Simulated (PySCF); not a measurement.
Compound: C6H6OS.
SMILES with atom numbers: `[CH3:1][C:2](=[O:3])[c:4]1[cH:5][cH:6][s:7][cH:8]1` (hydrogens: H9, H10, H11 on C1; H12 on C5; H13 on C6; H14 on C8)

Structure used (PBE0-D3(BJ)/def2-SVP), in Å, numbered top down from 1:
```
atom  x, y, z in Å
C1    -2.117   -0.527   -0.127
C2    -1.162    0.617   -0.354
O3    -1.544    1.698   -0.747
C4     0.278    0.372   -0.076
C5     0.872   -0.836    0.407
C6     2.227   -0.729    0.561
S7     2.788    0.836    0.118
C8     1.217    1.361   -0.275
H9    -1.839   -1.394   -0.746
H10   -3.134   -0.203   -0.381
H11   -2.086   -0.854    0.925
H12    0.318   -1.748    0.634
H13    2.928   -1.486    0.910
H14    1.015    2.369   -0.637
```

All values: PBE0/pcSseg-1 and CAM-B3LYP/def2-SVPD (PySCF, non-relativistic), on one gas-phase PBE0-D3(BJ)/def2-SVP geometry that isn't relaxed in the solvent. The solvent is an IEF-PCM continuum (cavity from Bondi-type radii × 1.2). Only the electrostatic response of the medium enters.

Gas phase at PBE0/pcSseg-1: HOMO -7.28 eV, LUMO -1.48 eV, dipole 3.11 D.

Q: What does the continuum do to the energy, the frontier levels and the dipole at PBE0/pcSseg-1 in cyclohexane and chloroform?

A: 
```csv
solvent,ε,E(solvent) − E(gas) (kJ/mol),polarisation term (kJ/mol),distortion of the solute (kJ/mol),HOMO (eV),LUMO (eV),dipole (D)
cyclohexane,2.017,-10.58,-11.29,0.71,-7.23,-1.47,3.52
chloroform,4.711,-19.29,-21.74,2.45,-7.21,-1.49,3.89
```

Polarisation term: ½ Σ q·V over the induced surface charges. Distortion: the rise of the solute's own energy as its density leaves the gas-phase optimum. From cyclohexane to chloroform the lowering changes by a factor 1.82, Onsager's factor (ε − 1)/(2ε + 1) by 1.76 and ε itself by 2.3.

Q: Which radius a makes the point-dipole formula ΔE = −[(ε − 1)/(2ε + 1)]·μ²/a³ give the value in chloroform, with the gas-phase dipole?

A: μ = 1.223 au and |ΔE| = 0.00735 Eh give a = 2.21 Å; the farthest nucleus lies 3.40 Å from the centroid of the nuclei, so such a sphere wouldn't even hold the nuclei. The formula assumes a rigid point dipole at the centre of a sphere.

Q: Give the dipole vector in the frame of the coordinates (D, pointing from negative to positive charge), gas and chloroform.

A: Gas (1.28, -2.64, 1.02), solvent (1.58, -3.32, 1.27). Its length changes by +25 % and its direction by less than 1°.

Q: Which Hirshfeld charges (PBE0/pcSseg-1) respond most in chloroform (means over atoms taken as equivalent)?

A: 
```json
{"atoms": "O3", "environment": "ketone oxygen", "gas (e)": "-0.240", "solvent (e)": "-0.272", "change": "-0.032"}
{"atoms": "H13", "environment": "aromatic hydrogen", "gas (e)": "+0.059", "solvent (e)": "+0.068", "change": "+0.009"}
{"atoms": "H12", "environment": "aromatic hydrogen", "gas (e)": "+0.057", "solvent (e)": "+0.065", "change": "+0.008"}
{"atoms": "H9/H10/H11", "environment": "methyl hydrogen", "gas (e)": "+0.053", "solvent (e)": "+0.058", "change": "+0.005"}
{"atoms": "C4", "environment": "substituted aromatic carbon", "gas (e)": "-0.045", "solvent (e)": "-0.049", "change": "-0.004"}
{"atoms": "C8", "environment": "aromatic CH next to a ring sulfur", "gas (e)": "-0.065", "solvent (e)": "-0.068", "change": "-0.003"}
{"atoms": "C6", "environment": "aromatic CH next to a ring sulfur", "gas (e)": "-0.083", "solvent (e)": "-0.081", "change": "+0.002"}
{"atoms": "C1", "environment": "methyl carbon next to a carbonyl", "gas (e)": "-0.122", "solvent (e)": "-0.120", "change": "+0.002"}
{"atoms": "C2", "environment": "ketone carbonyl carbon", "gas (e)": "+0.158", "solvent (e)": "+0.160", "change": "+0.002"}
{"atoms": "H14", "environment": "aromatic hydrogen", "gas (e)": "+0.063", "solvent (e)": "+0.064", "change": "+0.001"}
{"atoms": "C5", "environment": "aromatic CH carbon", "gas (e)": "-0.070", "solvent (e)": "-0.069", "change": "+0.001"}
{"atoms": "S7", "environment": "thiophene-type sulfur", "gas (e)": "+0.131", "solvent (e)": "+0.132", "change": "+0.001"}
```

Q: How do the nuclear quadrupole coupling constants eQVzz/h respond in chloroform?

A: 
```csv
nucleus,Q (barn),gas (MHz),solvent (MHz),η gas,η solvent
17O at O3,-0.0256,11.86,11.54,0.41,0.34
33S at S7,-0.06781,-28.04,-27.87,0.39,0.37
```

Gas phase at CAM-B3LYP/def2-SVPD: HOMO -8.51 eV, LUMO -0.47 eV, dipole 3.24 D.

Q: What does the continuum do to the energy, the frontier levels and the dipole at CAM-B3LYP/def2-SVPD in cyclohexane and chloroform?

A: 
```tsv
solvent	ε	E(solvent) − E(gas) (kJ/mol)	polarisation term (kJ/mol)	distortion of the solute (kJ/mol)	HOMO (eV)	LUMO (eV)	dipole (D)
cyclohexane	2.017	-10.90	-11.73	0.83	-8.46	-0.46	3.69
chloroform	4.711	-19.93	-22.82	2.89	-8.43	-0.47	4.11
```

Q: How does the static polarisability (CAM-B3LYP/def2-SVPD, frozen core, with the continuum's full static response) change?

A: 
```
     medium  isotropic (au)  principal values (au)  ⟨r²⟩ of the electrons (bohr²)
        gas            90.0      57.6, 93.0, 119.3                         1199.4
cyclohexane           102.4     64.3, 106.8, 136.2                         1199.3
 chloroform           114.3     71.9, 120.0, 150.8                         1199.2
```

The isotropic value in chloroform is 1.27 times the gas-phase one; no cavity-field correction is applied. ⟨r²⟩ is taken about the centre of nuclear charge.
